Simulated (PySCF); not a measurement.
**Excitation energies in several basis sets**

Compound: C2H8Ge2O.
InChI=1S/C2H8Ge2O/c1-2-4-5-3/h2H,1,4H2,3H3

TDDFT with PBE0 (PySCF), vertical singlets, core orbitals frozen in the response, spherical d and f functions. One conformer (not necessarily the lowest) at the PBE0-D3(BJ)/def2-SVP geometry, without solvent, vibrations or thermal averaging. The PBE0/6-31G* calculation is non-relativistic and has no spin–orbit coupling, an omission that weighs most on germanium.

How do the low singlets change with the basis? Take 6-31G*, def2-SVP, def2-SVPD and def2-TZVP.

```
    basis  functions  diffuse  S1 (eV)  S2 (eV)  S3 (eV)  S4 (eV)  S5 (eV)  LUMO (eV)  α (au)
   6-31G*        122       no     5.89     6.33     6.90     7.07     7.37      -0.49    72.7
 def2-SVP        146       no     5.90     6.31     6.99     7.15     7.39      -0.67    76.8
def2-SVPD        203      yes     5.83     6.23     6.80     6.93     7.18      -0.86    88.2
def2-TZVP        237       no     5.83     6.24     6.83     6.99     7.25      -0.81    85.3
```

States are compared by their number. Against the only diffuse basis here (def2-SVPD, itself not a converged limit), sets without diffuse functions differ by up to 0.07 eV in S1 and 0.21 eV in S5. State by state, the largest deviation of a set without diffuse functions is S1 0.07, S2 0.10, S3 0.18, S4 0.22, S5 0.21 eV. The same number needn't mean the same state in each row. Against def2-SVPD the polarisability deviates by -18% in 6-31G*, -13% in def2-SVP, -3% in def2-TZVP.
